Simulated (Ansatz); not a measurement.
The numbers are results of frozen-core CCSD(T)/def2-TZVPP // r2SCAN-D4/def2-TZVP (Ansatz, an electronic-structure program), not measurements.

Ansatz 0.2 input:
```yaml
crystal:
  periodic: [false, false, false]
  atoms:
    - { symbol: O, position_ang: [1.147083, -0.274023, 0.486547] }
    - { symbol: Si, position_ang: [-0.359557, 0.025169, 0.017238] }
    - { symbol: F, position_ang: [-0.578869, 1.53239, -0.379695] }
    - { symbol: F, position_ang: [-0.785481, -0.838417, -1.227824] }
    - { symbol: F, position_ang: [-1.303238, -0.322368, 1.218613] }
    - { symbol: H, position_ang: [1.880063, -0.122752, -0.11488] }
basis:
  gaussian: { orbitals: def2-TZVPP }
correlation:
  method: ccsd_t
```

Output:

```
Functional definition: HF
1151 factors; integrals over basis functions are off by at most 9.6e-4 eV
mean field evaluation 1: about -18041.7101 eV, gradient 5.0e1 eV
mean field evaluation 2: about -18041.8844 eV, gradient 5.0e1 eV
mean field evaluation 4: about -18045.5677 eV, gradient 2.2e0 eV
mean field evaluation 8: about -18045.6078 eV, gradient 1.8e-1 eV
mean field evaluation 16: about -18044.1499 eV, gradient 3.0e1 eV
mean field -18045.60791983 eV, -663.1638593015 hartree, gradient 2.5e-6 eV, S^2 0.000000; 0 other end points of the search recorded, 0 dependent functions left out
9 core orbitals not correlated
reference -18045.60791983 eV, -663.1638593015 hartree; 16, 16 occupied and 155, 155 virtual orbitals, 1151 factors
second order -29.77986207 eV of doubles, -0.00000000 eV of singles
cycle   1  -29.25030662 eV  change    5.3e-1 eV  update   9.9e-2
cycle   2  -29.77854811 eV  change   -5.3e-1 eV  update   2.6e-2
cycle   3  -29.89655916 eV  change   -1.2e-1 eV  update   1.2e-2
cycle   4  -29.87793935 eV  change    1.9e-2 eV  update   2.2e-3
cycle   5  -29.87609358 eV  change    1.8e-3 eV  update   8.1e-4
cycle   6  -29.87674056 eV  change   -6.5e-4 eV  update   2.1e-4
cycle   7  -29.87665557 eV  change    8.5e-5 eV  update   6.6e-5
cycle   8  -29.87660349 eV  change    5.2e-5 eV  update   1.9e-5
cycle   9  -29.87659838 eV  change    5.1e-6 eV  update   6.3e-6
perturbative correction -0.86951803 eV, -0.0319541983 hartree
Total energy: -18076.35403625 eV, -664.2937582394 hartree
```

Cost: very roughly 50 core-seconds.
